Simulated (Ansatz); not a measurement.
Born–Oppenheimer molecular dynamics of H$_{3}$Sn (4 atoms, charge 0, multiplicity 2). It starts from a relaxed structure.

Theory: UKS PBE-D4/def2-SVP in Ansatz 0.2.0.

| Quantity | Value |
| --- | --- |
| ensemble | NVE (velocity Verlet) |
| time step | 2 fs |
| steps asked | 40 |
| starting velocities drawn for | 2000 K |
| seed | 131445 |

First frame:

```xyz
4
Properties=species:S:1:pos:R:3
Sn 0.290 -0.222 -0.282
H 1.066 0.017 1.257
H -1.143 -1.185 -0.064
H -0.158 1.329 -0.931
```

Question: What does the run give?

Answer: All steps were run.

```json
{
 "steps done": "40",
 "time covered": "80 fs",
 "mean temperature over the second half": "1028 K",
 "spread of the potential energy over the second half": "35.1 meV per atom",
 "mean potential energy of the second half above the start": "68.3 meV per atom"
}
```

The conserved energy wandered by up to 13.3 meV per atom (net 3.7 meV per atom), which is poor conservation. The temperature averaged 0.51 of the 2000 K drawn at the start: a run that starts near a minimum puts about half its kinetic energy into the potential. A step of 2 fs is long for free X–H stretches (periods near 10 fs) and can bias their spread and the temperature. A run of 0.08 ps of so small a system gives no equilibrium averages.

Question: What happens to the structure?

Answer: The same pairs are bonded in the first frame and the last. Pairs count as bonded within 1.25 times the sum of covalent radii (0.12 Å more for H–H). Another seed would give other details.

Question: How do temperature and energy run in time?

Answer: 
| time (fs) | T (K) | potential energy less start (eV) | conserved less start (meV/atom) |
| --- | --- | --- | --- |
| 0.0 | 2000 | 0.000 | 0.00 |
| 2.0 | 1328 | 0.189 | 3.85 |
| 4.0 | 618 | 0.409 | 12.99 |
| 6.0 | 1119 | 0.238 | 2.66 |
| 8.0 | 1393 | 0.165 | 1.95 |
| 10.0 | 830 | 0.328 | 6.35 |
| 12.0 | 190 | 0.503 | 8.72 |
| 14.0 | 55 | 0.540 | 9.18 |
| 16.0 | 549 | 0.407 | 8.03 |
| 18.0 | 1358 | 0.183 | 4.37 |
| 20.0 | 1675 | 0.085 | 0.31 |
| 22.0 | 1068 | 0.271 | 7.56 |
| 24.0 | 958 | 0.312 | 10.68 |
| 26.0 | 1735 | 0.071 | 0.56 |
| 28.0 | 1759 | 0.073 | 2.59 |
| 30.0 | 984 | 0.291 | 7.02 |
| 32.0 | 294 | 0.477 | 8.97 |
| 34.0 | 187 | 0.505 | 9.00 |
| 36.0 | 668 | 0.373 | 7.07 |
| 38.0 | 1247 | 0.205 | 2.70 |
| 40.0 | 1082 | 0.242 | 1.22 |
| 42.0 | 374 | 0.467 | 11.74 |
| 44.0 | 821 | 0.334 | 7.21 |
| 46.0 | 1792 | 0.052 | -0.39 |
| 48.0 | 1718 | 0.087 | 3.66 |
| 50.0 | 1025 | 0.282 | 7.43 |
| 52.0 | 545 | 0.411 | 8.77 |
| 54.0 | 628 | 0.388 | 8.36 |
| 56.0 | 1162 | 0.240 | 5.84 |
| 58.0 | 1537 | 0.125 | 1.30 |
| 60.0 | 961 | 0.277 | 2.05 |
| 62.0 | 81 | 0.549 | 13.31 |
| 64.0 | 593 | 0.385 | 5.23 |
| 66.0 | 1410 | 0.154 | 0.39 |
| 68.0 | 1246 | 0.214 | 4.68 |
| 70.0 | 676 | 0.374 | 7.89 |
| 72.0 | 439 | 0.439 | 8.90 |
| 74.0 | 795 | 0.344 | 8.11 |
| 76.0 | 1532 | 0.141 | 4.95 |
| 78.0 | 1916 | 0.023 | 0.40 |
| 80.0 | 1247 | 0.209 | 3.71 |

The run took 2.5 min on 1 thread of Intel(R) Xeon(R) Processor @ 2.50GHz (Skylake/Cascade Lake), with other jobs on the host, peak memory 0.1 GiB.
